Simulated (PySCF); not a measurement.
A structure optimised at PBE-D3(BJ)/def2-SVP, used in a PySCF frequency run:

```
B
N 1 1.4137
H 2 1.0170 1 121.98
H 2 1.0190 3 114.40 1 180.00
N 1 1.4137 2 125.30 3 180.00
H 5 1.0170 1 121.98 2 180.00
H 5 1.0190 6 114.40 1 180.00
Br 1 1.9686 2 117.35 3 0.00
```
Charge 0, spin multiplicity 1.

Q: Write its SMILES, formula and point group.

A: NB(N)Br, BBrH4N2, C2v

Q: What are its rotational constants (standard atomic weights)?

A: 8.8525, 2.8465, 2.1539 GHz
